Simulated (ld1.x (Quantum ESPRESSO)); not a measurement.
# Pseudopotential generation for Ni (Z = 28): TM, PBE, scalar-relativistic.

The input file (ld1.x (Quantum ESPRESSO) 7.5):

```
&input
   title='Ni', zed=28., rel=1, dft='PBE', iswitch=3,
   config='[Ar] 3d8 4s2 4p0 4f-2',
   nld=4, rlderiv=1.35, eminld=-10.0, emaxld=5.0, deld=0.04
 /
 &inputp
   pseudotype=2, tm=.true., lloc=0,
   nlcc=.false.,
   file_pseudopw='Ni.UPF', file_wfcaegen='ae.wfc', file_wfcncgen='nc.wfc', file_beta='beta', file_chi='chi'
 /
4
3P  2  1   6.00   0.00  0.90  0.90  0.0
3D  3  2   8.00   0.00  1.25  1.25  0.0
4F  4  3  -2.00   0.25  0.95  0.95  0.0
3S  1  0   2.00   0.00  1.00  1.00  0.0
 &test
   configts(1)='3s2 3p6 3d8 4s2 4p0'
 /
```

Command:

```bash
ld1.x < Ni.in > Ni.out
```

Resulting log (shortened: banner, matrices, multipoles, cross overlaps and the repeated all-electron block are left out):

```
Program LD1 v.7.5
     --------------------------- All-electron run ----------------------------

     Ni
     scalar relativistic calculation

     atomic number is 28.00
     dft =PBE   lsd =0 sic =0 latt =0  beta=0.20 tr2=1.0E-14
     Exchange-correlation= PBE
                           (   1   4   3   4   0   0   0)
     mesh =1195 r(mesh) =  98.77016 a.u. xmin = -7.00 dx = 0.01250
     1 Ry =  13.60569312 eV, c = 137.03599908

     n l     nl                  e(Ry)          e(Ha)          e(eV)
     1 0     1S 1( 2.00)      -603.5861      -301.7930     -8212.2067
     2 0     2S 1( 2.00)       -72.1633       -36.0817      -981.8319
     2 1     2P 1( 6.00)       -62.0831       -31.0415      -844.6830
     3 0     3S 1( 2.00)        -8.1627        -4.0813      -111.0590
     3 1     3P 1( 6.00)        -5.2469        -2.6235       -71.3877
     3 2     3D 1( 8.00)        -0.6522        -0.3261        -8.8739
     4 0     4S 1( 2.00)        -0.4147        -0.2074        -5.6426
     4 1     4P 1( 0.00)        -0.0900        -0.0450        -1.2251

     final scf error:  5.8E-15 reached in  36 iterations

     Etot =   -3041.077413 Ry,   -1520.538706 Ha,  -41375.966038 eV

     Ekin =    3083.311555 Ry,    1541.655777 Ha,   41950.590818 eV
     Encl =   -7298.922555 Ry,   -3649.461277 Ha,  -99306.900411 eV
     Eh   =    1300.991314 Ry,     650.495657 Ha,   17700.888570 eV
     Exc  =    -126.457726 Ry,     -63.228863 Ha,   -1720.545015 eV

     normalization and overlap integrals

     s(1S/1S) =  1.000000  <r> =   0.0541  <r2> =    0.0039  r(max) =   0.0353
     s(2S/2S) =  1.000000  <r> =   0.2449  <r2> =    0.0708  r(max) =   0.2055
     s(2P/2P) =  1.000000  <r> =   0.2153  <r2> =    0.0569  r(max) =   0.1641
     s(3S/3S) =  1.000000  <r> =   0.7400  <r2> =    0.6327  r(max) =   0.6410
     s(3P/3P) =  1.000000  <r> =   0.7785  <r2> =    0.7159  r(max) =   0.6491
     s(3D/3D) =  1.000000  <r> =   1.0109  <r2> =    1.3884  r(max) =   0.6331
     s(4S/4S) =  1.000000  <r> =   2.8073  <r2> =    9.2343  r(max) =   2.2374
     s(4P/4P) =  1.000000  <r> =   4.3854  <r2> =   23.4935  r(max) =   3.1750

     ------------------------ End of All-electron run ------------------------

     --------------------- Generating NC pseudopotential ---------------------

      Generating local pot.: lloc=0, matching radius rcloc =   1.0000

      Wfc   3P  rcut= 0.898  Using Troullier-Martins method

      Wfc   3D  rcut= 1.243  Using Troullier-Martins method

      Wfc   4F  rcut= 0.944  Using Troullier-Martins method

     ------------------- End of pseudopotential generation -------------------

     Computing logarithmic derivative in   1.34860
     Computing logarithmic derivative in   1.34860
     Computing the partial wave expansion
       no projector for channel:   0
     R is outside the sphere for l=    1 j= 0.00
     R is outside the sphere for l=    2 j= 0.00
     R is outside the sphere for l=    3 j= 0.00

     ---------------------- Testing the pseudopotential ----------------------

     Ni
     scalar relativistic calculation

     atomic number is 28.00   valence charge is 18.00
     dft =PBE   lsd =0 sic =0 latt =0  beta=0.20 tr2=1.0E-14
     mesh =1195 r(mesh) =  98.77016 xmin = -7.00 dx = 0.01250

     n l     nl             e AE (Ry)        e PS (Ry)    De AE-PS (Ry)
     1 0     3S   1( 2.00)       -8.16269       -8.16272        0.00004
     2 1     3P   1( 6.00)       -5.24690       -5.24701        0.00011
     3 2     3D   1( 8.00)       -0.65222       -0.65223        0.00001
     2 0     4S   1( 2.00)       -0.41473       -0.43887        0.02414  !
     3 1     4P   1( 0.00)       -0.09004       -0.09244        0.00240

     eps = 5.5E-15  iter = 20

     Etot =   -3041.077413 Ry,   -1520.538706 Ha,  -41375.966038 eV
     Etotps =  -337.495164 Ry,    -168.747582 Ha,   -4591.855633 eV

     Ekin =     183.149562 Ry,      91.574781 Ha,    2491.876740 eV
     Encl =    -718.135110 Ry,    -359.067555 Ha,   -9770.725933 eV
     Ehrt =     293.579106 Ry,     146.789553 Ha,    3994.347230 eV
     Ecxc =     -32.991378 Ry,     -16.495689 Ha,    -448.870559 eV
     Epseu=     -63.097345 Ry,     -31.548672 Ha,    -858.483111 eV

     ---------------------- End of pseudopotential test ----------------------
```

Note: ghost state, extra bound levels that the all-electron valence spectrum of the same l lacks: f at -5693.4 eV. A true bound ghost makes a file unfit for plane-wave use. The potential misses its own reference levels by up to 0.3 eV.

Generation and configuration tests took about 2.1 s on one core of a shared server CPU.

Transferability test of the new file with ld1.x, input:

```
&input
   title='Ni', zed=28., rel=1, dft='PBE', iswitch=2,
   config='[Ar] 3d8 4s2 4p0 4f-2'
 /
 &test
   file_pseudo='Ni.UPF', nconf=8,
   configts(1)='3s2 3p6 3d8 4s2 4p0',
   configts(2)='3s2 3p6 3d8 4s1 4p0',
   configts(3)='3s2 3p6 3d8 4s0 4p0',
   configts(4)='3s2 3p6 3d7 4s0 4p0',
   configts(5)='3s2 3p6 3d8.5 4s1.5 4p0',
   configts(6)='3s2 3p6 3d9 4s1 4p0',
   configts(7)='3s2 3p6 3d6 4s0 4p0',
   configts(8)='3s2 3p6 3d7 4s2 4p0'
 /
```

```bash
ld1.x < Ni.test.in > Ni.test.out
```

Pseudopotential blocks of its output, shortened (energy terms left out):

```
     ---------------------- Testing the pseudopotential ----------------------

     n l     nl             e AE (Ry)        e PS (Ry)    De AE-PS (Ry)
     1 0     3S   1( 2.00)       -8.16269       -8.16272        0.00004
     2 1     3P   1( 6.00)       -5.24690       -5.24701        0.00011
     3 2     3D   1( 8.00)       -0.65222       -0.65223        0.00001
     2 0     4S   1( 2.00)       -0.41473       -0.43887        0.02414  !
     3 1     4P   1( 0.00)       -0.09004       -0.09244        0.00240

     eps = 7.7E-15  iter = 21

     Etot =   -3041.077413 Ry,   -1520.538706 Ha,  -41375.966038 eV
     Etotps =  -337.495161 Ry,    -168.747581 Ha,   -4591.855591 eV

     ---------------------- End of pseudopotential test ----------------------

          ---------------------- Testing the pseudopotential ----------------------

     n l     nl             e AE (Ry)        e PS (Ry)    De AE-PS (Ry)
     1 0     3S   1( 2.00)       -8.83216       -8.85005        0.01789  !
     2 1     3P   1( 6.00)       -5.91742       -5.93540        0.01798  !
     3 2     3D   1( 8.00)       -1.31740       -1.33489        0.01749  !
     2 0     4S   1( 1.00)       -0.96899       -1.00947        0.04049  !
     3 1     4P   1( 0.00)       -0.55731       -0.56927        0.01197  !

     eps = 5.6E-15  iter = 28

     Etot =   -3040.392221 Ry,   -1520.196111 Ha,  -41366.643535 eV
     Etotps =  -336.777736 Ry,    -168.388868 Ha,   -4582.094526 eV
     dEtot_ae =       0.685191 Ry
     dEtot_ps =       0.717425 Ry,   Delta E=      -0.032234 Ry

     ---------------------- End of pseudopotential test ----------------------

          ---------------------- Testing the pseudopotential ----------------------

     n l     nl             e AE (Ry)        e PS (Ry)    De AE-PS (Ry)
     1 0     3S   1( 2.00)       -9.60968       -9.64919        0.03951  !
     2 1     3P   1( 6.00)       -6.69549       -6.73496        0.03947  !
     3 2     3D   1( 8.00)       -2.08483       -2.12308        0.03825  !
     2 0     4S   1( 0.00)       -1.59120       -1.65070        0.05950  !
     3 1     4P   1( 0.00)       -1.10409       -1.12847        0.02439  !

     eps = 4.2E-15  iter = 22

     Etot =   -3039.116953 Ry,   -1519.558476 Ha,  -41349.292622 eV
     Etotps =  -335.452684 Ry,    -167.726342 Ha,   -4564.066276 eV
     dEtot_ae =       1.960460 Ry
     dEtot_ps =       2.042477 Ry,   Delta E=      -0.082017 Ry

     ---------------------- End of pseudopotential test ----------------------

          ---------------------- Testing the pseudopotential ----------------------

     n l     nl             e AE (Ry)        e PS (Ry)    De AE-PS (Ry)
     1 0     3S   1( 2.00)      -11.06764      -11.11691        0.04927  !
     2 1     3P   1( 6.00)       -8.13681       -8.18531        0.04850  !
     3 2     3D   1( 7.00)       -3.45909       -3.50211        0.04302  !
     2 0     4S   1( 0.00)       -2.46040       -2.54654        0.08614  !
     3 1     4P   1( 0.00)       -1.87049       -1.90730        0.03681  !

     eps = 5.4E-15  iter = 18

     Etot =   -3036.363194 Ry,   -1518.181597 Ha,  -41311.825830 eV
     Etotps =  -332.657539 Ry,    -166.328770 Ha,   -4526.036393 eV
     dEtot_ae =       4.714218 Ry
     dEtot_ps =       4.837622 Ry,   Delta E=      -0.123404 Ry

     ---------------------- End of pseudopotential test ----------------------

          ---------------------- Testing the pseudopotential ----------------------

     n l     nl             e AE (Ry)        e PS (Ry)    De AE-PS (Ry)
     1 0     3S   1( 2.00)       -7.96282       -7.96919        0.00638  !
     2 1     3P   1( 6.00)       -5.05242       -5.05888        0.00645  !
     3 2     3D   1( 8.50)       -0.48391       -0.49073        0.00682  !
     2 0     4S   1( 1.50)       -0.37029       -0.39398        0.02369  !
     3 1     4P   1( 0.00)       -0.07149       -0.07466        0.00318

     eps = 1.6E-15  iter = 23

     Etot =   -3041.164337 Ry,   -1520.582168 Ha,  -41377.148706 eV
     Etotps =  -337.571939 Ry,    -168.785969 Ha,   -4592.900203 eV
     dEtot_ae =      -0.086924 Ry
     dEtot_ps =      -0.076778 Ry,   Delta E=      -0.010147 Ry

     ---------------------- End of pseudopotential test ----------------------

          ---------------------- Testing the pseudopotential ----------------------

     n l     nl             e AE (Ry)        e PS (Ry)    De AE-PS (Ry)
     1 0     3S   1( 2.00)       -7.79144       -7.80183        0.01039  !
     2 1     3P   1( 6.00)       -4.88542       -4.89589        0.01047  !
     3 2     3D   1( 9.00)       -0.34135       -0.35248        0.01113  !
     2 0     4S   1( 1.00)       -0.33017       -0.35349        0.02332  !
     3 1     4P   1( 0.00)       -0.05529       -0.05908        0.00379

     eps = 6.0E-15  iter = 21

     Etot =   -3041.194656 Ry,   -1520.597328 Ha,  -41377.561212 eV
     Etotps =  -337.595063 Ry,    -168.797532 Ha,   -4593.214828 eV
     dEtot_ae =      -0.117243 Ry
     dEtot_ps =      -0.099902 Ry,   Delta E=      -0.017341 Ry

     ---------------------- End of pseudopotential test ----------------------

          ---------------------- Testing the pseudopotential ----------------------

     n l     nl             e AE (Ry)        e PS (Ry)    De AE-PS (Ry)
     1 0     3S   1( 2.00)      -12.72141      -12.77626        0.05484  !
     2 1     3P   1( 6.00)       -9.77000       -9.82258        0.05258  !
     3 2     3D   1( 6.00)       -5.03277       -5.07119        0.03842  !
     2 0     4S   1( 0.00)       -3.43415       -3.55516        0.12101  !
     3 1     4P   1( 0.00)       -2.75178       -2.80421        0.05243  !

     eps = 5.1E-15  iter = 19

     Etot =   -3032.132874 Ry,   -1516.066437 Ha,  -41254.269391 eV
     Etotps =  -328.385254 Ry,    -164.192627 Ha,   -4467.908988 eV
     dEtot_ae =       8.944539 Ry
     dEtot_ps =       9.109907 Ry,   Delta E=      -0.165369 Ry

     ---------------------- End of pseudopotential test ----------------------

          ---------------------- Testing the pseudopotential ----------------------

     n l     nl             e AE (Ry)        e PS (Ry)    De AE-PS (Ry)
     1 0     3S   1( 2.00)       -9.34722       -9.34487       -0.00235
     2 1     3P   1( 6.00)       -6.41800       -6.41558       -0.00243
     3 2     3D   1( 7.00)       -1.76401       -1.75871       -0.00530  !
     2 0     4S   1( 2.00)       -1.10187       -1.14376        0.04189  !
     3 1     4P   1( 0.00)       -0.64399       -0.65274        0.00875  !

     eps = 5.9E-15  iter = 24

     Etot =   -3039.892641 Ry,   -1519.946321 Ha,  -41359.846405 eV
     Etotps =  -336.312016 Ry,    -168.156008 Ha,   -4575.758087 eV
     dEtot_ae =       1.184771 Ry
     dEtot_ps =       1.183145 Ry,   Delta E=       0.001627 Ry

     ---------------------- End of pseudopotential test ----------------------
```
